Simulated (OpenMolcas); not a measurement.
Re4+ with 6 ligands (fluoride) in octahedral coordination (Oh) at 1.94 Å. A charge of +0.333 e stands 2.4 Å behind each ligand. Ligand basis ANO-RCC-VDZP.

```yaml
Program: OpenMolcas 26.06
Method: "SS-CASPT2, IPEA 0.25 Eh, imaginary shift 0.1 Eh (closed shells correlated: the ligand valence shells only)"
Basis: ANO-RCC-VDZP [7s6p4d2f1g]
Scalar_Hamiltonian: DKH2, point nucleus
Active_space: 3 electrons in 5 orbitals (5d)
State_averaging: 2S+1 = 4 even, 10 roots; 2S+1 = 2 even, 40 roots
Spin-orbit_coupling: RASSI with atomic mean-field integrals over the reference wave functions
```

Problem. What is the spin-free ground state (labels of O, the rotations of Oh)?

Solution. 4A2, 1-fold in its orbital part; it has the highest spin that d3 allows.

Problem. Where is the first state of the same spin?

Solution. 4T2 at 35500 cm-1 above the ground state.

Problem. What are the lowest two levels with spin-orbit coupling?

Solution. A 4-fold level Γ8, then a 4-fold level Γ8 11230 cm-1 above it. Their leading multiplicities are 4 (95 %) and 2 (95 %).

Problem. What is χT at 300 K, and how does it compare with the textbook value?

Solution. The lowest level has 2S+1 = 4, for which the spin-only value is χT = S(S+1) / 2 = 1.875 cm3 K/mol (g = 2). The computed 1.387 at 300 K differs by -0.488, through orbital momentum, spin-orbit coupling and any other state in reach.

Roots that are degenerate in the reference are averaged as groups; the widest CASPT2 spread within a group is 730 cm-1 (the 3-fold group of multiplicity 2 near 97300 cm-1 above the lowest state of its run). Shifts and gaps below about the spread of the groups concerned are not significant. Over all roots computed the reference weight is 0.72 to 0.73; a low but even weight reflects the number of correlated electrons. The least metal-like active orbital is 76 % on the metal (Löwdin) and no ligand orbital is active, so the numbers are rough. Ligand-to-metal charge-transfer states are missing. With no ligand orbital active B as a rule stays too high, so bands that hang on it stand too high and its fall with covalency is understated. With one d shell and no ligand orbital active, 10Dq can be off by a tenth or more. No measured value stands beside these numbers; the geometry is a model, was not optimised and need not be the one that this ion takes.
